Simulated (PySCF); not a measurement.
C₈H₁₁PS.
Bonds: C1–P2, P2–C3, C3–C4 (aromatic), C4–C5 (aromatic), C5–C6 (aromatic), C6–S7 (aromatic), P2–C8, C8–C9, C9–C10, C3–S7 (aromatic), C8–C10. Hydrogens: H11, H12, H13 on C1; H14 on C4; H15 on C5; H16 on C6; H17 on C8; H18, H19 on C9; H20, H21 on C10.

Definitions: NICS(0) = −σiso at the ring centroid; NICS(1) = −σiso and NICS(1)zz = −σzz at ±1 Å along the ring normal z. Level: GIAO PBE0/pcSseg-1 (PySCF, non-relativistic, gas phase) on the GFN2-xTB geometry, one conformer.

Ring bond lengths (Å), with Mayer bond orders in brackets: C3–C4 1.365 (1.57), C4–C5 1.411 (1.28), C5–C6 1.357 (1.58), C6–S7 1.718 (1.17), S7–C3 1.737 (1.14); C8–C9 1.502 (0.94), C9–C10 1.492 (0.99), C10–C8 1.502 (0.94).

Question: What do the NICS probes read (ppm)?

Answer: 
```json
{"ring": "C3–C4–C5–C6–S7", "type": "5-membered ring with S; formal bonds all aromatic", "NICS(0)": "-12.1", "NICS(1), two faces": "-10.9 / -11.3", "NICS(1)zz, two faces": "-25.7 / -25.7", "rms pucker (Å)": "0.01", "centre to ring atoms, mean (Å)": "1.29"}
{"ring": "C8–C9–C10", "type": "3-membered carbocycle; formal bonds all single", "NICS(0)": "-43.7", "NICS(1), two faces": "-8.5 / -8.5", "NICS(1)zz, two faces": "-21.1 / -23.5", "rms pucker (Å)": "0.00", "centre to ring atoms, mean (Å)": "0.87"}
```

Question: What can be read from them?

Answer: 
- C3–C4–C5–C6–S7: mean NICS(1)zz -25.7 ppm, shielded. For a flat ring without four-coordinate atoms the NICS criterion counts such a value as aromatic.
- C8–C9–C10: mean NICS(1)zz -22.3 ppm, shielded. C8, C9, C10 have four or more neighbours, and the NICS criterion for π rings isn't applied. NICS(0) lies 35 ppm below the mean NICS(1).

Question: How equal are the bonds by HOMA? Use HOMA with the parameters of Krygowski (1993).

Answer: 
- C3–C4–C5–C6–S7: HOMA 0.80; the largest term is that of S7–C3, α(R − Ropt)² = 0.34. The geometric and the magnetic index point the same way.

Shape of the structure used: `[CH3:1][P:2]([c:3]1[cH:4][cH:5][cH:6][s:7]1)[CH:8]1[CH2:9][CH2:10]1`: C1–P2–C3–C4 -145°, C1–P2–C8–C9 -91°.
